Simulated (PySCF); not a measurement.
# Partial charges of `C[SiH2]C[C@@H](CF)[SiH2]S`

Compound: C4H13FSSi2.
Geometry (GFN2-xTB, Å), atoms numbered from 1 in this order:
```
atom  x, y, z in Å
C1     3.2554    0.3255    0.8779
Si2    1.6351    0.9249    0.0951
C3     0.4661   -0.5724   -0.0649
C4    -0.8035   -0.3226   -0.8787
C5    -1.5056   -1.6525   -1.1265
F6    -2.6129   -1.4775   -1.9261
Si7   -2.0268    0.8975   -0.0725
S8    -2.0894    0.3475    2.0091
H9     3.0920   -0.0695    1.8765
H10    3.9698    1.1383    0.9604
H11    3.7200   -0.4588    0.2871
H12    1.0292    1.9675    0.9315
H13    1.8917    1.4718   -1.2462
H14    1.0177   -1.3958   -0.5302
H15    0.1851   -0.9251    0.9303
H16   -0.5213    0.0808   -1.8566
H17   -1.8597   -2.1009   -0.1918
H18   -0.8563   -2.3637   -1.6502
H19   -1.5497    2.2732   -0.1728
H20   -3.3787    0.7570   -0.5978
H21   -3.0668    1.1717    2.3460
```

Density: PBE0/pcSseg-1 (PySCF); schemes: Mulliken, IAO, Hirshfeld and ESP-fitted. One conformer (not necessarily the lowest) at the GFN2-xTB geometry, without solvent, vibrations or thermal averaging.

Task: Which atoms carry the highest charge in the Mulliken, IAO, Hirshfeld and ESP-fitted schemes?

Result: All schemes agree: Mulliken Si2 (+0.654); IAO Si2 (+0.765); Hirshfeld Si2 (+0.345); ESP-fitted Si2 (+0.774).

Task: Do the Mulliken, IAO, Hirshfeld and ESP-fitted schemes agree on where the charge is lowest?

Result: The schemes don't all agree: Mulliken C1 (-0.629); IAO C1 (-0.714); Hirshfeld C1 (-0.211); ESP-fitted C3 (-0.735).

Task: Give the atomic charges in each scheme.

Result: In e:

```tsv
atom	environment	Mulliken	IAO	Hirshfeld	ESP-fitted
C1	Si-methyl carbon	-0.629	-0.714	-0.211	-0.677
Si2	SiH2 silicon	+0.654	+0.765	+0.345	+0.774
C3	sp3 carbon bound to silicon	-0.520	-0.533	-0.157	-0.735
C4	sp3 carbon bound to silicon	-0.594	-0.378	-0.116	+0.137
C5	sp3 C–F carbon	+0.233	+0.048	+0.022	-0.015
F6	alkyl fluorine	-0.343	-0.331	-0.116	-0.238
Si7	SiH2 silicon	+0.543	+0.681	+0.312	+0.189
S8	sulfur bonded to Si and H	-0.403	-0.343	-0.141	-0.445
H9	methyl hydrogen	+0.141	+0.157	+0.044	+0.164
H10	methyl hydrogen	+0.141	+0.158	+0.043	+0.157
H11	methyl hydrogen	+0.136	+0.154	+0.042	+0.163
H12	Si–H hydrogen	-0.061	-0.122	-0.080	-0.172
H13	Si–H hydrogen	-0.083	-0.132	-0.084	-0.179
H14	methylene hydrogen	+0.140	+0.141	+0.040	+0.173
H15	methylene hydrogen	+0.161	+0.143	+0.030	+0.248
H16	methine hydrogen	+0.159	+0.147	+0.039	+0.080
H17	methylene hydrogen	+0.112	+0.138	+0.038	+0.095
H18	methylene hydrogen	+0.113	+0.137	+0.044	+0.097
H19	Si–H hydrogen	-0.041	-0.122	-0.078	-0.051
H20	Si–H hydrogen	-0.022	-0.104	-0.075	-0.024
H21	S–H hydrogen	+0.162	+0.108	+0.059	+0.261
```

Mean size of the charges over all atoms: IAO 0.265 e, Mulliken 0.257 e, ESP-fitted 0.242 e, Hirshfeld 0.101 e. Each set sums to the total charge, 0, to within 0.001 e. The IAO scheme projects the occupied orbitals on a minimal set of polarised atomic orbitals and counts the electrons in each atom's part of it. The Mulliken scheme gives each basis function's population to the atom it is centred on and halves the overlap population of two atoms between them.

Task: Sum the charges by element, for elements with more than one atom.

Result: 
| element | atoms | Mulliken | IAO | Hirshfeld | ESP-fitted |
| --- | --- | --- | --- | --- | --- |
| C | 4 | -1.510 | -1.576 | -0.463 | -1.291 |
| Si | 2 | +1.197 | +1.446 | +0.657 | +0.963 |
| H | 13 | +1.058 | +0.804 | +0.063 | +1.011 |

Task: How closely do the schemes follow one another over all atoms?

Result: Correlation coefficient and root-mean-square difference: IAO with Hirshfeld 0.97, 0.214 e; Mulliken with IAO 0.97, 0.084 e; Mulliken with Hirshfeld 0.92, 0.212 e; IAO with ESP-fitted 0.87, 0.173 e; Hirshfeld with ESP-fitted 0.83, 0.229 e; Mulliken with ESP-fitted 0.81, 0.201 e.
